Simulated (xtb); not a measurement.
C₂H₃N, charge -1, doublet, at a GFN2-xTB geometry (a state made from the parent by changing its charge; the spin is typed, not shown lowest); xtb with GFN2-xTB.

Input for xtb:
```
$ xtb mol.xyz --gfn 2 --chrg -1 --uhf 1 --ohess --json

# file mol.xyz
6

C     -1.14762513     0.02603731     0.00494983
C      0.34331707    -0.39971770     0.11496049
N      1.35031630     0.27156055    -0.09560609
H     -1.65947905    -0.62089377    -0.72103085
H     -1.64071404    -0.11653138     0.97659776
H     -1.32617261     1.07858365    -0.30578618
```

Question: Predict the main parts of the log of this xtb run.

Answer: 
```
   ID    Z sym.   atoms
    1    6 C      1, 2
    2    7 N      3
    3    1 H      4-6

           -------------------------------------------------
          |                Calculation Setup                |
           -------------------------------------------------

           -------------------------------------------------
          |                 G F N 2 - x T B                 |
           -------------------------------------------------

          ...................................................
          :                      SETUP                      :
          :.................................................:
          :  # basis functions                  15          :
          :  # atomic orbitals                  15          :
          :  # shells                            9          :
          :  # electrons                        17          :
          :  max. iterations                   250          :
          :  Hamiltonian                  GFN2-xTB          :
          :  restarted?                      false          :
          :  GBSA solvation                  false          :
          :  PC potential                    false          :
          :  electronic temp.          300.0000000     K    :
          :  accuracy                    1.0000000          :
          :  -> integral cutoff          0.2500000E+02      :
          :  -> integral neglect         0.1000000E-07      :
          :  -> SCF convergence          0.1000000E-05 Eh   :
          :  -> wf. convergence          0.1000000E-03 e    :
          :  Broyden damping             0.4000000          :
          :  net charge                         -1          :
          :  unpaired electrons                  1          :
          ...................................................

 iter      E             dE          RMSdq      gap      omega  full diag
   1     -8.8476132 -0.884761E+01  0.470E+00    1.63       0.0  T
   2     -8.8735071 -0.258938E-01  0.272E+00    1.75       1.0  T
   3     -8.8711737  0.233335E-02  0.158E+00    1.64       1.0  T
   4     -8.8729305 -0.175675E-02  0.106E+00    1.69       1.0  T
   5     -8.8774237 -0.449324E-02  0.169E-01    1.66       1.0  T
   6     -8.8774159  0.782205E-05  0.531E-02    1.67       1.0  T
   7     -8.8774318 -0.159062E-04  0.909E-03    1.67       4.5  T
   8     -8.8774319 -0.731246E-07  0.136E-03    1.67      30.1  T
   9     -8.8774319  0.237240E-08  0.807E-04    1.67      50.6  T
  10     -8.8774319 -0.349869E-08  0.112E-04    1.67     364.5  T

   *** convergence criteria satisfied after 10 iterations ***

         :::::::::::::::::::::::::::::::::::::::::::::::::::::
         ::                     SUMMARY                     ::
         :::::::::::::::::::::::::::::::::::::::::::::::::::::
         :: total energy              -8.763269208146 Eh    ::
         :: gradient norm              0.000066534802 Eh/a0 ::
         :: HOMO-LUMO gap              1.668586723272 eV    ::
         ::.................................................::
         :: SCC energy                -8.877431772038 Eh    ::
         :: -> isotropic ES            0.169028194443 Eh    ::
         :: -> anisotropic ES          0.010241318095 Eh    ::
         :: -> anisotropic XC          0.009467089103 Eh    ::
         :: -> dispersion             -0.002534810658 Eh    ::
         :: repulsion energy           0.114162563893 Eh    ::
         :: add. restraining           0.000000000000 Eh    ::
         :: total charge              -1.000000000000 e     ::
         :::::::::::::::::::::::::::::::::::::::::::::::::::::

      -----------------------------------------------------------
     |                   =====================                   |
     |                        A N C O P T                        |
     |                   =====================                   |
     |               Approximate Normal Coordinate               |
[...]
 * total energy  :    -8.7632692 Eh     change       -0.7094769E-11 Eh
   *** GEOMETRY OPTIMIZATION CONVERGED AFTER 1 ITERATIONS ***
         :: total energy              -8.763269208153 Eh    ::
[...]
 IR intensities (km·mol⁻¹)
   1: 33.69   2:  1.56   3: 20.58   4: 22.78   5: 14.65   6:  0.39   7:  0.04   8:  4.73
   9: 30.23  10:  1.25  11: 40.22  12: 43.51  13: 15.22  14:  5.12  15:131.77  16:323.80
  17:214.56  18:153.17
 Raman intensities (Ä⁴*amu⁻¹)
   1:  0.00   2:  0.00   3:  0.00   4:  0.00   5:  0.00   6:  0.00   7:  0.00   8:  0.00
   9:  0.00  10:  0.00  11:  0.00  12:  0.00  13:  0.00  14:  0.00  15:  0.00  16:  0.00
  17:  0.00  18:  0.00
 output can be read by thermo (or use thermo option).
 writing <g98.out> molden fake output.
 recommended (thermochemical) frequency scaling factor: 1.0
           -------------------------------------------------
          |             Thermodynamic Functions             |
Molecule has the following symmetry elements: (sigma)
It seems to be the Cs point group
           -------------------------------------------------

cs  symmetry found (for desy threshold:  0.10E+00) used in thermo

          ...................................................
          :                      SETUP                      :
          :.................................................:
          :  # frequencies                          12      :
          :  # imaginary freq.                       0      :
          :  linear?                             false      :
          :  only rotor calc.                    false      :
          :  symmetry                               cs      :
          :  rotational number                       1      :
          :  scaling factor                  1.0000000      :
          :  rotor cutoff                   50.0000000 cm⁻¹ :
          :  imag. cutoff                  -20.0000000 cm⁻¹ :
          :.................................................:

    mode    ω/cm⁻¹     T·S(HO)/kcal·mol⁻¹    T·S(FR)/kcal·mol⁻¹   T·S(vib)
   ------------------------------------------------------------------------
       1    105.71    -0.99769 ( 95.23%)    -0.83351 (  4.77%)    -0.98986
   ------------------------------------------------------------------------

   temp. (K)  partition function   enthalpy   heat capacity  entropy
                                   cal/mol     cal/K/mol   cal/K/mol   J/K/mol
 298.15  VIB   3.07                  785.754      5.431      4.839
         ROT  0.100E+05              888.752      2.981     21.287
         INT  0.308E+05             1674.506      8.412     26.127
         TR   0.254E+27             1481.254      4.968     37.047
         TOT                        3155.7602    13.3801    63.1739   264.3195

       T/K    H(0)-H(T)+PV         H(T)/Eh          T*S/Eh         G(T)/Eh
   ------------------------------------------------------------------------
    298.15    0.502902E-02    0.451057E-01    0.300159E-01    0.150898E-01
   ------------------------------------------------------------------------

         :::::::::::::::::::::::::::::::::::::::::::::::::::::
         ::                  THERMODYNAMIC                  ::
         :::::::::::::::::::::::::::::::::::::::::::::::::::::
         :: total free energy          -8.748179429175 Eh   ::
         ::.................................................::
         :: total energy               -8.763269208153 Eh   ::
         :: zero point energy           0.040076698883 Eh   ::
         :: G(RRHO) w/o ZPVE           -0.024986919906 Eh   ::
         :: G(RRHO) contrib.            0.015089778978 Eh   ::
         :::::::::::::::::::::::::::::::::::::::::::::::::::::

optimized geometry written to: xtbopt.xyz

           -------------------------------------------------
          | TOTAL ENERGY               -8.763269208153 Eh   |
          | TOTAL ENTHALPY             -8.718163485247 Eh   |
          | TOTAL FREE ENERGY          -8.748179429175 Eh   |
          | GRADIENT NORM               0.000066161940 Eh/α |
          | HOMO-LUMO GAP               1.668592652398 eV   |
           -------------------------------------------------

normal termination of xtb
```
